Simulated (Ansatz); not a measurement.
Start from `N=C[SiH2][SiH2]N` and change one atom or group to get `N[SiH2][SiH2]CO`.

Ansatz, PBE0-D4/def2-TZVP geometries, multiplicity 1. Each molecule was computed in one conformer, which needn't be the lowest.

```csv
property,`N=C[SiH2][SiH2]N`
HOMO–LUMO gap (PBE0/def2-TZVPP) / eV,6.06
HOMO–LUMO gap (PBE/def2-TZVPP) / eV,3.58
LUMO energy (ωB97M-V/def2-TZVPP) / eV,1.19
size of the dipole moment (ωB97M-V/def2-TZVPP) / D,1.73
HOMO energy (ωB97M-V/def2-TZVPP) / eV,-9.38
HOMO energy (PBE0/def2-TZVPP) / eV,-7.10
```

(1) What does the change do to each property? (Best estimate.)

Results:

(1) The calculation gave: 
```csv
property,`N[SiH2][SiH2]CO`,shift
HOMO–LUMO gap (PBE0/def2-TZVPP) / eV,6.55,0.49
HOMO–LUMO gap (PBE/def2-TZVPP) / eV,4.46,0.88
LUMO energy (ωB97M-V/def2-TZVPP) / eV,1.32,0.13
size of the dipole moment (ωB97M-V/def2-TZVPP) / D,2.20,0.47
HOMO energy (ωB97M-V/def2-TZVPP) / eV,-8.97,0.41
HOMO energy (PBE0/def2-TZVPP) / eV,-6.82,0.28
```

With PBE0 the HOMO rises by 0.28 eV and the LUMO rises by 0.77 eV, so the gap widens by about 0.49 eV. PBE moves the HOMO by 0.19 eV and ωB97M-V by 0.41 eV. Dipoles are sizes alone; their direction can turn.
